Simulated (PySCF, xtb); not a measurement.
HSi, SMILES [SiH] (connectivity only; charge and spin as stated), charge +1, multiplicity 1.

GFN2-xTB (xtb 6.7.1) at its own geometry gives an orbital gap of 2.39 eV.

Geometry optimised at r2SCAN-D4/def2-TZVPD.

Q: What does ωB97X/def2-TZVPD (PySCF) give? (The exact figures need the calculation; the answer reports its results.)

A: gap 9.59 eV (levels -17.77 and -8.18 eV).
